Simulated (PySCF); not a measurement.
# Electron correlation in Sr²⁰⁺ (strontium, charge +20)

[Ar], closed-shell 1S. All numbers are calculated (PySCF 2.14, the non-relativistic Hamiltonian (point nucleus), in an uncontracted even-tempered set (17 s from 2.1 bohr⁻², ratio 2.5; 11 p from 2.7 bohr⁻², ratio 2.5; 5 d from 14 bohr⁻², ratio 2.7; 4 f from 21 bohr⁻², ratio 2.7)). Frozen: 1s2; 16 electrons correlated; the 18 highest virtual orbitals of each spin left out.

| level | correlation energy (mhartree) |
| --- | --- |
| CCSD | -618.33 |
| (T) | -2.32 |
| CCSD(T) | -620.65 |

Diagnostics: T1 = 0.00076, D1 = 0.0017, largest double amplitude 0.023.

Q: Is a single reference adequate?

A: Yes, within this model without spin-orbit coupling: T1 lies below 0.03 and no double amplitude reaches 0.07.

At this charge a non-relativistic calculation is a model, useful for the Z dependence of the correlation energy.
